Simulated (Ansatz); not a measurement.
Molecule: CHS (charge 0, doublet). SMILES: [C]S
Geometry: optimised at B3LYP-D3(BJ)/def2-TZVP (Ansatz, a first-principles code).

Wanted: enthalpy of formation at 298 K, in kcal/mol. Conventions: UHF or UKS for open shells; frozen cores in correlated levels; spin-orbit terms left out; six Cartesian d functions in 6-31G* and its kin unless marked 5d; 6-311+G** with 5d, 6d on Na to Ar in Ansatz; LANL2DZ with its own core potentials from Na on; non-relativistic. Basis-set limits of correlation are two-point, X^-3; Hartree-Fock from the larger set. First-principles rows: single points at B3LYP-D3(BJ) geometries (Ansatz), with unscaled harmonic terms from B3LYP/6-31G* (Ansatz) at its own minima, enthalpies of formation by atomisation with measured atoms.

Coupled cluster (Ansatz) is a level with limits of its own, used here on species with T1 under 0.025 (0.045 for open shells) and stable references: CCSD(T)/CBS(aug-cc-pV(T+d)Z,aug-cc-pV(Q+d)Z).

Value to compare with, CCSD(T)/CBS(aug-cc-pV(T+d)Z,aug-cc-pV(Q+d)Z) (Ansatz): 107.6 kcal/mol.

```tsv
level	program	enthalpy of formation at 298 K (kcal/mol)	difference
MP2/STO-3G	Ansatz	138.8	31.2
MP2/3-21G	Ansatz	185.9	78.3
MP2/LANL2DZ	Ansatz	187.3	79.7
MP2/6-31G*	Ansatz	139.5	31.9
MP2/6-311+G**	Ansatz	127.5	19.9
```

Among the 5 habitual levels, MP2/LANL2DZ lies farthest from CCSD(T)/CBS(aug-cc-pV(T+d)Z,aug-cc-pV(Q+d)Z) (Ansatz) (79.7 kcal/mol) and MP2/6-311+G** nearest (19.9); 5 of 5 lie above it, and their mean absolute difference is 48.2 kcal/mol, the median 31.9. One case shows no general order.

The sets are all those run for this method; left out are runs that failed, that the program found above a lower state of the same kind, or whose <S^2> lies over 0.5 above the pure value.
